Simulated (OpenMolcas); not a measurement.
## I5+: effect of the active space

```
Program             : OpenMolcas
Method              : XMS-CASPT2, IPEA 0.25 Eh, imaginary shift 0.1 Eh
Basis               : ANO-RCC-VQZP
Scalar Hamiltonian  : DKH2, point nucleus
Spin-orbit coupling : state interaction with AMFI integrals over the reference wave functions, term energies averaged over their components
```

A. 2 electrons in 4 orbitals (5s 5p); 2S+1 = 3 even, 3 roots; 2S+1 = 1 even, 7 roots; 2S+1 = 3 odd, 3 roots; 2S+1 = 1 odd, 3 roots; closed shells correlated: 4d; CASPT2 step of the order of 3 core-seconds
B. 2 electrons in 8 orbitals (5s 5p 6s 6p); 2S+1 = 3 even, 3 roots; 2S+1 = 1 even, 7 roots; 2S+1 = 3 odd, 3 roots; 2S+1 = 1 odd, 3 roots; closed shells correlated: 4d; CASPT2 step about 7 core-seconds

Energies in cm⁻¹ above 5s² ¹S₀, the measured ground level; measured values from the list in Rauch et al., Astron. Astrophys. 606, A105 (2017).

```json
{"Level": "5s² ¹S₀", "A": "0.0", "B": "0.0", "Measured": "0.0"}
{"Level": "5s 5p ³P°₀", "A": "87980", "B": "87200", "Measured": "85666"}
{"Level": "5s 5p ³P°₁", "A": "91120", "B": "90340", "Measured": "89262"}
{"Level": "5s 5p ³P°₂", "A": "99890", "B": "99120", "Measured": "99685"}
{"Level": "5s 5p ¹P°₁", "A": "125980", "B": "125120", "Measured": "127424"}
{"Level": "5p² ³P₀", "A": "202750", "B": "202160", "Measured": "200085"}
{"Level": "5p² ¹D₂", "A": "207090", "B": "205300", "Measured": "209432"}
{"Level": "5p² ³P₁", "A": "209710", "B": "208880", "Measured": "208474"}
{"Level": "5p² ³P₂", "A": "220310", "B": "219260", "Measured": "221984"}
{"Level": "5p² ¹S₀", "A": "243710", "B": "244310", "Measured": "245658"}
```

Deviations, from unrounded energies. A percentage is the sum of absolute deviations over the sum of measured energies, with the sign that they share, or ± where signs differ.

```json
{"Against measurement": "mean absolute deviation (cm-1)", "Levels": "9", "A": "1700", "B": "1800"}
{"Against measurement": "other configurations (%)", "Levels": "9", "A": "±1.1", "B": "±1.1"}
```

A, B lie about equally close to measurement. The largest miss of A in the table is 5p² ³P₀, by +2700 cm-1. The ranking rests on the paired levels alone, and a cruder setting can come out closer through cancelling errors.

The two smallest mean deviations differ by little beside CASPT2's spread within terms, so their order carries little weight.

Between A and B the level of the table that moves most is 5p² ¹D₂, by 1800 cm-1 (lowest in B, highest in A). Moves below CASPT2's spread within the term are not significant.

Term energies are means over components that CASPT2 splits; among the terms shown or strongly mixed into the levels shown the widest spread is 630 cm-1 (5p² ¹D, A). Over all roots computed the reference weight is 0.82 to 0.95 in A, 0.80 to 0.95 in B; the roots of lowest weight are the least certain, and an intruder state may touch them. The ¹D term of p² mixes with s d, which this space lacks. Active for correlation alone: 6p 6s; no level in the range computed is led by a configuration that fills them, so any true level of that kind is missing (holds for B). Measured partners are found by configuration, term and J. A level has none where our copy of the source lacks it or the pairing is in doubt (some pairs that miss far off the trend of their configuration count as doubtful), and it then counts in no deviation. Only configurations of the active space appear.

° marks odd parity.
